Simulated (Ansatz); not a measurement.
Relaxation of BClF2H4OSi (10 atoms, charge 0, multiplicity 1), to a largest force component of 0.03 eV/Å in at most 50 steps.

These are results of Ansatz, RKS PBE0-D4/def2-SVP, not measurements.

```xyz
10
Properties=species:S:1:pos:R:3:forces:R:3
B -0.157 -1.599 1.171 1.76 1.53 -0.55
Cl -1.762 0.437 -0.634 0.45 0.20 -0.12
F -0.330 -2.663 0.425 0.01 0.03 0.01
F -0.931 -1.393 2.219 0.02 -0.02 -0.02
Si 0.051 1.315 -1.271 -0.46 -0.20 0.07
O 0.912 -0.718 0.867 -1.77 -1.49 0.57
H 0.760 1.887 -0.094 -0.02 0.01 -0.02
H 0.867 0.296 -1.982 -0.02 0.03 0.04
H -0.335 2.420 -2.193 0.02 -0.02 0.01
H 0.926 0.018 1.491 0.01 -0.07 0.02
```

**Question.** Where does it end, and by what steps?

**Answer.** The run converged. The force dipped under the threshold on the way, but the program's further checks kept it going. After 17 steps the energy has fallen by 0.125 eV; F3 moved furthest, 0.60 Å.

```tsv
step	energy less start (eV)	largest force component (eV/Å)	accepted
0	0.0000	1.772	yes
1	-0.0792	1.353	yes
2	-0.0946	0.484	yes
3	-0.1102	0.164	yes
4	-0.1116	0.101	yes
5	-0.1135	0.060	yes
6	-0.1143	0.061	yes
7	-0.1155	0.068	yes
8	-0.1166	0.075	yes
9	-0.1180	0.133	yes
10	-0.1195	0.155	yes
11	-0.1204	0.215	yes
12	-0.1220	0.180	yes
13	-0.1229	0.145	yes
14	-0.1242	0.035	yes
15	-0.1247	0.023	yes
16	-0.1249	0.058	yes
17	-0.1251	0.025	yes
```

```xyz
10
Properties=species:S:1:pos:R:3
B -0.085 -1.524 1.052
Cl -1.720 0.755 -0.260
F -0.149 -2.292 -0.017
F -0.966 -1.709 2.024
Si 0.010 1.274 -1.298
O 0.908 -0.618 1.153
H 0.912 2.025 -0.383
H 0.649 0.036 -1.811
H -0.409 2.154 -2.425
H 0.852 -0.101 1.964
```

Time of the run: 45 s on 2 threads of Intel(R) Xeon(R) Platinum 8488C (Sapphire Rapids) (shared host), peak memory 0.28 GiB.
